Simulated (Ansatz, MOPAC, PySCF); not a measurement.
Dimer: HF (SMILES F) (first 2 atoms) with CH4S (SMILES CS); geometry from B3LYP-D3(BJ)/def2-TZVP, rigid monomers moved along the line of their centres of mass till H2···S4 is 3.89 Å.
(charge 0, multiplicity 1):
```xyz
8

F      0.311     0.518    -0.586
H      0.477     0.060     0.224
C      0.311     0.907     4.522
S      0.709    -0.801     4.014
H     -0.056     0.928     5.545
H      1.246     1.461     4.465
H     -0.408     1.354     3.841
H     -0.538    -1.296     4.081
```

Interaction energies are E(AB) − E(A) − E(B) at the monomers' geometry in the complex; basis-set methods are counterpoise corrected.

The state that PM7 reach isn't checked; PM7 holds dispersion and hydrogen-bond terms.

Codes used: Ansatz (an electronic-structure program) with Gaussian orbitals; MOPAC for PM7 (differences of heats of formation); PySCF for the dispersion terms. 

Question: What interaction energy does PM7 give?

Answer: -42 meV
